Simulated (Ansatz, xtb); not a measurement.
**Two isomers of BBrClH3NSi+**

We compare I, `ClB/[NH+]=[SiH]/Br`, a singlet, with II, `ClB/[NH+]=[SiH]\Br`, a singlet. Both are isolated ions in the gas phase, relaxed with r2SCAN-D4/def2-SVP; the shapes shown needn't be the lowest conformers.

I (Å):

```xyz
8

B     0.4753   -1.3073   -0.0206
Br    0.2771    3.0266    1.7913
Cl   -1.0923   -2.0152    0.2053
N     0.7141    0.0612    0.4533
Si   -0.3686    1.0854    1.2197
H     1.3718   -1.8941   -0.5498
H     1.6619    0.4146    0.2864
H    -1.7453    0.6579    1.4972
```

II (Å):

```yaml
atoms:
  - { symbol: B, position_ang: [-0.9333, 2.8656, -0.4802] }
  - { symbol: Br, position_ang: [-1.8369, -0.6802, 0.3440] }
  - { symbol: Cl, position_ang: [-0.5198, 4.4930, -0.8580] }
  - { symbol: N, position_ang: [-0.1783, 1.7898, -1.1342] }
  - { symbol: Si, position_ang: [-0.3715, 0.1383, -0.9502] }
  - { symbol: H, position_ang: [-1.8053, 2.5796, 0.2886] }
  - { symbol: H, position_ang: [0.5579, 2.0945, -1.7837] }
  - { symbol: H, position_ang: [0.5129, -0.7518, -1.7193] }
```

Question: Estimate E(II) − E(I) at the level CCSD(T)/def2-SVP + ΔMP2/def2-TZVPP.

Answer: Too close to call at this level: CCSD(T)/def2-SVP + ΔMP2/def2-TZVPP gives E(II) − E(I) = +0.23 kcal/mol.

Level by level:

```csv
level,geometry,E(II) − E(I) (kcal/mol),departure from the last row (kcal/mol),"job, with rough time for the two"
GFN2-xTB,GFN2-xTB,+1.81,+1.58,"optimisation, 0.14 s"
HF/STO-3G,GFN2-xTB,+0.68,+0.45,"single point, 0.34 s"
r2SCAN-D4/def2-SVP//GFN2-xTB,GFN2-xTB,−0.81,−1.04,"single point, 2.2 s"
r2SCAN-D4/def2-SVP,r2SCAN-D4/def2-SVP,+0.24,+0.01,"optimisation, 28 s"
HF/def2-SVP,r2SCAN-D4/def2-SVP,+0.96,+0.73,part of the CCSD(T) run
MP2/def2-SVP,r2SCAN-D4/def2-SVP,+0.11,−0.12,part of the CCSD(T) run
CCSD(T)/def2-SVP,r2SCAN-D4/def2-SVP,+0.04,−0.19,single point
CCSD(T)/def2-SVP + ΔMP2/def2-TZVPP,r2SCAN-D4/def2-SVP,+0.23,,"single point, 21 s"
```

As drawn, both hold the same kinds of bond in the same numbers.

The largest departure from CCSD(T)/def2-SVP + ΔMP2/def2-TZVPP is that of GFN2-xTB, 1.58 kcal/mol. The last row adds to CCSD(T) the change of the MP2 difference between the two basis sets, here +0.19 kcal/mol.

With harmonic frequencies from r2SCAN-D4/def2-SVP (ideal gas, rigid rotor, one conformer each, 298.15 K, 1 atm): on the last row, ΔE + ΔZPE = +0.31, ΔH = +0.25, ΔG = +0.41 kcal/mol.

The correlated steps freeze 21 core orbitals; the filled d shell of Br is correlated, in a basis made for valence electrons. Run with Ansatz 0.2.0, xtb 6.7.1; the last row on 2 threads of Intel(R) Xeon(R) 6975P-C (Granite Rapids) on a shared host.
